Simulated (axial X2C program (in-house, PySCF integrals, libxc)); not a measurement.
## Correcting the dissociation energy of GaF for spin–orbit coupling

A spin-free CCSD(T) curve (one-electron X2C) was computed with an axial X2C code built on PySCF integrals, basis Ga dyall-cv3z [9s9p7d4f1g], F dyall-av3z [7s6p3d2f] (cores contracted in-house), for the state M_S = 0, Λ = 0 (closed shell). It gives D0 = 6.038 eV to Ga + F, which in a spin-free picture are the weighted means of the ground terms.

Correlated methods: 10 electrons correlated (number of frozen shells: Ga 3 s, 2 p, 1 d; F 1 s), 258 virtual spin orbitals or spinors in MP2, 88 natural virtuals in coupled cluster.

Measured levels of the ground terms (NIST Handbook of Basic Atomic Spectroscopic Data), in cm⁻¹: Ga 2P: J = 1/2 at 0, J = 3/2 at 826.2; F 2P: J = 3/2 at 0, J = 1/2 at 404.1.

The molecular state has Λ = 0, so it has no first-order lowering.

Problem. How far does each ground level lie under the (2J+1)-weighted mean of its term?

Solution. Ga: (2 × 0 + 4 × 826.2)/6 = 551 cm⁻¹; F: (4 × 0 + 2 × 404.1)/6 = 135 cm⁻¹.

Problem. Correct D0.

Solution. D0 = 6.038 + (0 − 686)/8065.5 = 5.953 eV at CCSD(T) with these spin–orbit terms. The direct two-component run gives 5.966 eV; the difference holds second-order terms in the molecule, scalar two-electron terms, the gap between measured and computed atomic splittings (a 2c atom can miss part of its lowering) and, in coupled cluster, the truncation of each run.

Second-order spin–orbit effects in the molecule, which grow quickly with Z, are left out. One determinant describes the state; a PBE0 search over occupations chose it and may have missed a lower one. De is counted from the lowest determinant-based energies of the atoms at the same level, without counterpoise correction. Coupled cluster ran in a truncated set of natural virtual spinors; the MP2 energy of the rest was added. (T) has no such correction and the atoms are truncated less, which lowers De at CCSD(T) by a hundredth of an eV or more. With the outer-core shells frozen, correlated bond lengths of heavy atoms tend to come out a few hundredths of an ångström too long.
